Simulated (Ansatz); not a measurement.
C4H9O2 (SMILES C1C[OH+]CCO1), charge +1, singlet, at a GFN2-xTB geometry; Ansatz (a program for electronic structure) with BLYP/STO-3G.

Ansatz was given this input:
Ansatz 0.2 input:
```yaml
crystal:
  periodic: [false, false, false]
  atoms:
    - {symbol: C, position_ang: [1.33725168, 0.06656417, -0.44632930]}
    - {symbol: C, position_ang: [0.74388758, -1.18028188, 0.20726565]}
    - {symbol: O, position_ang: [-0.36206640, -0.80065599, 1.09365955]}
    - {symbol: C, position_ang: [-1.36293544, -0.01520123, 0.36272443]}
    - {symbol: C, position_ang: [-0.69648336, 1.19122689, -0.29626356]}
    - {symbol: O, position_ang: [0.34124733, 0.76976439, -1.14428956]}
    - {symbol: H, position_ang: [2.09036655, -0.21854948, -1.18243169]}
    - {symbol: H, position_ang: [1.80952077, 0.70914008, 0.31370797]}
    - {symbol: H, position_ang: [1.47288917, -1.72433803, 0.80850751]}
    - {symbol: H, position_ang: [0.31250458, -1.84571437, -0.54378494]}
    - {symbol: H, position_ang: [0.00257401, -0.23714095, 1.81212863]}
    - {symbol: H, position_ang: [-1.78215035, -0.68736273, -0.38922402]}
    - {symbol: H, position_ang: [-2.13707398, 0.27198446, 1.07488037]}
    - {symbol: H, position_ang: [-0.31701144, 1.88511998, 0.47062106]}
    - {symbol: H, position_ang: [-1.41538955, 1.72014615, -0.92374809]}
basis:
  gaussian:
    orbitals: STO-3G
hamiltonian:
  xc: blyp
total_charge: 1
accuracy: high
```

What the program printed (banner, timings and long lists left out):

```
Functional definition: BLYP
915 factors; integrals over basis functions are off by at most 2.7e-9 eV
mean field evaluation 1: about -8268.5932 eV, gradient 2.0e1 eV
mean field evaluation 2: about -8255.9917 eV, gradient 7.1e1 eV
mean field evaluation 4: about -8269.9494 eV, gradient 2.1e0 eV
mean field evaluation 8: about -8269.7785 eV, gradient 1.4e-1 eV
mean field evaluation 16: about -8269.7785 eV, gradient 6.7e-6 eV
mean field -8269.77853351 eV, -303.9087556493 hartree, gradient 3.0e-8 eV, S^2 0.000000; 0 other end points of the search recorded, 0 dependent functions left out
reference -8269.77858555 eV, -303.9087575616 hartree; 24, 24 occupied and 15, 15 virtual orbitals, 915 factors
Total energy: -8269.77858555 eV, -303.9087575616 hartree
```
